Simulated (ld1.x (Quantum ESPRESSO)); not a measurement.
# LDA (PZ) RRKJ dataset for magnesium, scalar-relativistic all-electron reference.

| Item | Value |
| --- | --- |
| Element | magnesium (Mg) |
| Generator | ld1.x (Quantum ESPRESSO) 7.5 |
| Type | norm-conserving RRKJ (Kleinman–Bylander form) |
| Functional | LDA (PZ) |
| Relativity | scalar-relativistic |
| Frozen core | [He] 2s2 |
| Valence charge | 8 |
| Reference configuration | 2p6 3s2 3p0 |
| Partial waves | 2p (bound): rc 0.85 bohr; 3d channel at 0.2 Ry: rc 2.65 bohr; 3s (bound): rc 2.50 bohr |
| Local potential | the s channel |
| Core correction | Bessel-smoothed model core, default radius (core density twice the valence density) |
| rho0 | 0.005 |

* Cutoffs needed: 180 Ry and 260 Ry (the cutoffs (Ry, on a coarse ladder) from which the occupation-weighted sum of valence levels, in a spherical-Bessel basis at the reference potential, stays within 10 and 1 mRy of its value at 400 Ry)
* Ghost test: no extra level below or beside the all-electron valence levels (p, d, s, f tested) (spherical-Bessel basis up to 400 Ry, 20 bohr box)
* Largest excitation error: -1346 meV (all-electron minus pseudo) for 2p6 3s0 3p2, out of 7 test configurations
